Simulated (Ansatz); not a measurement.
`[F][GeH2][SiH2][SiH3]` and `[SiH3][SiH2][GeH3]` differ in one atom or group.

Ansatz, PBE0-D4/def2-TZVP geometries, multiplicity 1. Each molecule was computed in one conformer, which needn't be the lowest.

Scalar relativity is left out up to krypton.

```
                                      property  `[F][GeH2][SiH2][SiH3]`
            HOMO energy (PBE0/def2-TZVPP) / eV                    -8.13
size of the dipole moment (PBE/def2-TZVPP) / D                     1.93
            LUMO energy (PBE0/def2-TZVPP) / eV                    -0.81
             HOMO energy (PBE/def2-TZVPP) / eV                    -7.01
         HOMO–LUMO gap (B3LYP/def2-TZVPP) / eV                     6.94
          HOMO–LUMO gap (PBE0/def2-TZVPP) / eV                     7.32
```

Question: Give the same properties after the change, and the shifts. (An estimate is asked.)

Answer: Computed: 
| property | `[SiH3][SiH2][GeH3]` | shift |
| --- | --- | --- |
| HOMO energy (PBE0/def2-TZVPP) / eV | -7.98 | 0.15 |
| size of the dipole moment (PBE/def2-TZVPP) / D | 0.11 | -1.82 |
| LUMO energy (PBE0/def2-TZVPP) / eV | -0.20 | 0.61 |
| HOMO energy (PBE/def2-TZVPP) / eV | -6.93 | 0.08 |
| HOMO–LUMO gap (B3LYP/def2-TZVPP) / eV | 7.40 | 0.46 |
| HOMO–LUMO gap (PBE0/def2-TZVPP) / eV | 7.78 | 0.46 |

With PBE0 the HOMO rises by 0.15 eV and the LUMO rises by 0.61 eV, so the gap widens by about 0.46 eV. PBE moves the HOMO by 0.08 eV and ωB97M-V by 0.16 eV. Dipoles are sizes alone; their direction can turn.

B3LYP here is the variant with VWN-RPA as its local correlation; programs differ in this.
